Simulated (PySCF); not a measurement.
Ionisation energy of Mn⁺ by level of theory

Mn⁺ [Ar] 3d5 4s1 (7S) → Mn²⁺ [Ar] 3d5 (6S), as a difference of total energies. Calculation: PySCF 2.14, in pcseg-2; no relativity, point nucleus. Correlated levels: valence: [Ar] frozen. The calculations carry no spin-orbit coupling.

```tsv
method	ionisation energy (eV)	difference from reference (eV)
UHF	14.713	-0.927
M06-2X	15.329	-0.311
PBE	16.109	+0.469
MP2 (valence)	15.133	-0.507
SCS-MP2 (valence)	14.853	-0.787
```

Reference: 15.640 eV (measured; NIST Atomic Spectra Database, ionization energies).

These non-relativistic numbers lack the scalar-relativistic shift.

Errors of the correlated levels include the incompleteness of this basis and the frozen core.
